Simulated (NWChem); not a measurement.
Atomisation of BF₂

```xyz
3

F      1.1402     0.0000     0.1399
B      0.0000     0.0000    -0.5036
F     -1.1402     0.0000     0.1399
```
Charge 0, spin multiplicity 2.

Everything below was run with NWChem. Structure: optimised with UB3LYP/def2-SVP, a minimum by its harmonic frequencies.

Basis set: def2-TZVP. The atomisation energy is electronic alone: no zero-point, thermal, spin-orbit or counterpoise terms. No value is extrapolated to the basis-set limit. Free atoms are single determinants with multiplicities F 2, B 2. Correlated methods freeze the same cores in atoms and molecule, 3 orbitals in all.

Relative cost: rough, from shared machines, SCF included, LDA (SVWN5) = 1. Costs are the molecule's.

B3LYP has NWChem's definition, with VWN1-RPA local correlation. GW and range-separated runs recompute their integrals, the others keep them in memory, which bears on the times. The structure started from a generated list of species. The unpaired electrons of the parent sit in orbitals of symmetry a1 (C2v labels of the run); other states weren't searched. The stability of the SCF solutions was not checked. Open-shell Hartree-Fock references start from PBE0 orbitals; any time given for them includes that run.

```tsv
method	atomisation energy (kcal/mol)	relative cost
MP2	308.0	4
TPSS	297.8	under 3
PBE	310.4	under 3
BHandHLYP	___	under 3
PBE0	___	under 3
LDA (SVWN5)	353.0	1
HF	228.4	under 3
B3LYP	295.8	under 3
CAM-B3LYP	___	10
```

Fill in the missing entries.


- BHandHLYP, atomisation energy (kcal/mol): 281.1
- PBE0, atomisation energy (kcal/mol): 298.2
- CAM-B3LYP, atomisation energy (kcal/mol): 300.5
